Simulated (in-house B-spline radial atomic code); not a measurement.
Sr⁺. Computed with a B-spline radial atomic code. Model: non-relativistic spherical atom: semilocal Troullier-Martins pseudo-atom, one channel per l, against all electrons, high spin, G0W0 and RPA with empty states to l = 8, local potential for every l without a channel, a model core (radius 0 = none) keeps its share of the functional.

Without relativity these are model numbers for so heavy an element.

What the tables leave out is listed at the end.

The pseudopotential gives back the lowest level of each angular momentum of its own functional in the configuration it was made in; a second state of the same l is only approximately right. Exact exchange, RPA and GW see the smooth pseudo-orbitals and miss the exchange with the core, for which the functional's share stands in. The column with an uncorrelated core keeps all orbitals and exact exchange, and so separates missing core correlation from pseudisation. Only the three outermost levels and the lowest empty one were computed. RPA here is direct RPA, with no exchange kernel, and its energies carry an (l + 1/2)⁻⁴ tail. A hybrid on a potential with a model core restores only its own semilocal share of the core's exchange.

Command:
```bash
python run_psgw.py task.json out
```
Settings (lengths in bohr, energies in hartree):
```
Z                      38
electrons              37
configuration          [Kr] 5s1
generated_in           [Kr] 5s1
functional             lda,vwn
core_shells            6
radius_factor          0.8
core_correction        False
ion_configuration      [Ar] 3d10 4s2 4p6
```

Cost of the run: 68 s on 1 thread of Arm Neoverse N1, with other jobs on the host.

Given: made with LDA VWN5; model core radius 0 bohr; local radius 1.056 bohr; mean-field start LDA VWN5.

Valence shells of the generating configuration: 4s, 4p, 5s.

Channel: s 0.963, p 1.064, d 1.583 (radii in bohr).

Computed: largest level miss in the spin-unpolarised generating configuration 0.148 eV; valence RPA correlation energy all-electron orbitals -0.43893 hartree; all-electron RPA polarisability, core included 57.75 bohr³; pseudo-atom RPA polarisability 54.519 bohr³; ionisation by mean-field pseudo minus all 0.213 eV; ionisation by RPA all-electron 11.414 eV; ionisation by RPA pseudo minus all 0.19 eV.

```tsv
level	occupied	mean-field all-electron (eV)	mean-field pseudo minus all (eV)	G0W0 all-electron (eV)	G0W0 uncorrelated core minus all (eV)	G0W0 pseudo minus all (eV)	exchange self-energy all-electron (eV)	exchange self-energy pseudo (eV)
5s up	1	-8.7363	-0.151	-11.38	0.041	-0.212	-7.9826	-7.5333
```

(1) What is the valence RPA correlation energy pseudo?

(2) What is the ionisation by mean-field all-electron?

Given: mean-field start PBE0.

Computed: valence RPA correlation energy all-electron orbitals -0.40606 hartree; valence RPA correlation energy pseudo -0.43863 hartree; all-electron RPA polarisability, core included 51.784 bohr³; pseudo-atom RPA polarisability 48.895 bohr³; ionisation by RPA all-electron 11.248 eV; ionisation by RPA pseudo minus all 0.197 eV.

| level | occupied | mean-field all-electron (eV) | mean-field pseudo minus all (eV) | G0W0 all-electron (eV) | G0W0 uncorrelated core minus all (eV) | G0W0 pseudo minus all (eV) | exchange self-energy all-electron (eV) | exchange self-energy pseudo (eV) |
| --- | --- | --- | --- | --- | --- | --- | --- | --- |
| 5s up | 1 | -9.0974 | -0.164 | -11.298 | 0.039 | -0.19 | -7.7011 | -7.3215 |
| 5s down (empty) | 0 | -6.8319 | -0.128 | -5.786 | 0.035 | -0.087 | -1.5289 | -0.99806 |

(3) What is the ionisation by mean-field pseudo minus all?

(4) What is the ionisation by mean-field all-electron?

Given: mean-field start Hartree-Fock.

Computed: valence RPA correlation energy pseudo -0.3643 hartree; all-electron RPA polarisability, core included 39.269 bohr³; pseudo-atom RPA polarisability 37.386 bohr³; ionisation by mean-field pseudo minus all 0.178 eV; ionisation by RPA all-electron 10.992 eV; ionisation by RPA pseudo minus all 0.192 eV.

```tsv
level	occupied	mean-field all-electron (eV)	mean-field pseudo minus all (eV)	G0W0 all-electron (eV)	G0W0 uncorrelated core minus all (eV)	G0W0 pseudo minus all (eV)	exchange self-energy all-electron (eV)	exchange self-energy pseudo (eV)
5s up	1	-10.321	-0.184	-11.132	0.034	-0.186	-7.2322	-6.9333
4p down	?	?	?	?	?	?	?	?
4p up	1	-35.848	-0.194	-36.118	0.21	-0.055	-27.055	-23.014
5s down (empty)	0	-4.5403	-0.085	-5.4687	0.021	-0.092	-0.83691	-0.56453
```

(5) What belongs in the row 4p down?

(6) What is the valence RPA correlation energy all-electron orbitals?

(7) What is the ionisation by mean-field all-electron?

Results:

(1) -0.47305 hartree.

(2) 11.186 eV.

(3) 0.209 eV.

(4) 10.895 eV.

(5) occupied: 1; mean-field all-electron (eV): -35.738; mean-field pseudo minus all (eV): -0.182; G0W0 all-electron (eV): -36.022; G0W0 uncorrelated core minus all (eV): 0.216; G0W0 pseudo minus all (eV): -0.04; exchange self-energy all-electron (eV): -27.04; exchange self-energy pseudo (eV): -22.959.

(6) -0.33717 hartree.

(7) 10.294 eV.

Among the listed levels the largest G0W0 shift of the pseudo-atom is -0.21 eV, for 5s up on the LDA VWN5 start, while leaving the core uncorrelated moves that level by +0.04 eV. So pseudisation and the lost core exchange, not the missing core correlation, make the error. Not in the tables (levels of low weight, unsolved or above zero; the highest and the empty levels are kept at any weight): on LDA the G0W0 levels 4p down (pseudo minus all -0.09 eV, weights 0.49 and 0.51), 4p up (pseudo minus all -0.14 eV, weights 0.14 and 0.25), 5s down (pseudo minus all -0.05 eV, weights 0.61 and 0.55); on PBE0 the G0W0 levels 4p down (pseudo minus all -0.09 eV, weights 0.65 and 0.70), 4p up (pseudo minus all -0.11 eV, weights 0.63 and 0.69).
